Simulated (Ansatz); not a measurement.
Basis-set series for C₂H₇AlSe (`C[CH2][AlH][SeH]`). The species carries charge 0 and has multiplicity 1. The structure was optimised at the PBE0-D4/def2-TZVP level. It is one conformer, not always the lowest.

```tsv
functional	basis	functions	energy (Eh)	HOMO (eV)	LUMO (eV)
PBE0-D4	def2-SVP	113	-2723.52664	-7.15	-0.97
PBE0-D4	def2-QZVPP	483	-2724.05540	-7.25	-1.05
ωB97M-V	def2-SVP	113	-2723.80713	-9.25	0.72
ωB97M-V	def2-QZVPP	483	-2724.33897	-9.38	0.41
```

Give the rows for def2-TZVPP. (Best estimate.)

The calculation gave: 
```tsv
functional	basis	functions	energy (Eh)	HOMO (eV)	LUMO (eV)
PBE0-D4	def2-TZVPP	250	-2723.99277	-7.24	-1.02
ωB97M-V	def2-TZVPP	250	-2724.27815	-9.37	0.58
```

Positive LUMOs are unbound and depend on the basis. Scalar relativity is left out up to krypton.

All numbers were calculated with Ansatz.
